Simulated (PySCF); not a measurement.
Molecule: Al(H)(F)2(NH3), H4AlF2N, singlet. Atoms near the plane z = 1.5 Å, at the B3LYP/def2-SVP optimised geometry (x, y, z in Å): Al1 (-0.2, -1.0, 0.0), F3 (1.5, -1.0, 0.0), F4 (-0.9, -1.3, 1.5), N5 (-0.5, 1.0, 0.0), H6 (-1.5, 1.3, -0.1), H8 (-0.1, 1.4, 0.9).

Computed with B3LYP/def2-TZVP run with PySCF. Cells within 0.4 Å of a nucleus heavier than hydrogen are left out (blank, or x). The values are rescaled to run from 0 to 1.

```
|55555555555555555555555555555|
|55555555555555555555555555555|
|55555555555555555555555555555|
|55555555556666666555555555555|
|55555555566666666655555555555|
|55555555666666666655555555555|
|55555555666666666665555555555|
|55555555666666666665555555555|
|55555555666666666665555555555|
|55555555566666666665555555555|
|55555555555666666665555555555|
|55555555555555566666555555555|
|55555555555555555666665555555|
|55555555555555555666666555555|
|55555555666666556666666655555|
|55555556666666666666666665555|
|55555556667776666666666665555|
|55555555679987666666666666555|
|5555555556xx97666666666665555|
|555555543xxx97666666666665555|
|555555542xxx56666666666665555|
|55555554310245566666666655555|
|55555554433345555555555555555|
|55555555444455555555555555555|
|55555555555555555555555555555|
|55555555555555555555555555555|
|55555555555555555555555555555|
|55555555555555555555555555555|
|55555555555555555555555555555|
```
Scale: ten equal steps from 0.000 (start of '0') to 1.00 (end of '9'), in the order '0123456789'; x runs from -3.50 to 3.50, y from -3.50 (bottom) to 3.50 (top).

Task: Which quantity is mapped?
A. log10 of the electron density
B. Laplacian of the electron density
C. an orbital amplitude
D. electrostatic potential

Result: C, an orbital amplitude. In full: HOMO amplitude (bohr^(-3/2)).
